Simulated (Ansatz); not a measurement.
Stepwise reaction of `BN` with hydrogen sulfide, as a gas-phase model of exchange steps in deposition or etching. ΔE in kJ/mol; ΔG adds harmonic PBE0-D4 terms to CCSD(T)/CBS, at 1 bar.

Computed with Ansatz on PBE0-D4/def2-TZVP structures; ΔE is electronic, products minus reactants. CCSD(T)/CBS is the MP2 limit (def2-TZVPP, def2-QZVPP) plus CCSD(T) − MP2 in def2-TZVPP, frozen cores. This one scheme is used for every species. Functionals use def2-TZVPP. B3LYP here is the variant with VWN-RPA as its local correlation; programs differ in this. Each species was taken in one conformer, which may not be the lowest.

| step | reaction | PBE-D4 | B3LYP-D4 | ωB97M-V | CCSD(T)/CBS | ΔG(600 K) |
| --- | --- | --- | --- | --- | --- | --- |
| 1 | `BN` + H₂S → `NBS` + H₂ | -53.1 | -44.3 | -44.0 | -45.4 | -38.4 |
| 2 | `NBS` + H₂S → `NB(S)S` + H₂ | -36.3 | -29.3 | -28.6 | -31.1 | -24.7 |

(1) By hand: ΔE of the 2 steps together at CCSD(T)/CBS.

Results:

(1) (-45.4) + (-31.1) = -76.5 kJ/mol, or -38.2 kJ/mol a step.

In ΔE each step is higher than the one before. All are downhill at CCSD(T)/CBS. ΔG lies between -38.4 and -24.7 kJ/mol a step. PBE-D4 differs from CCSD(T)/CBS by -7.7 to -5.2 kJ/mol a step. Isolated molecules leave out the surface, adducts and barriers. Largest T1 diagnostic: 0.012.
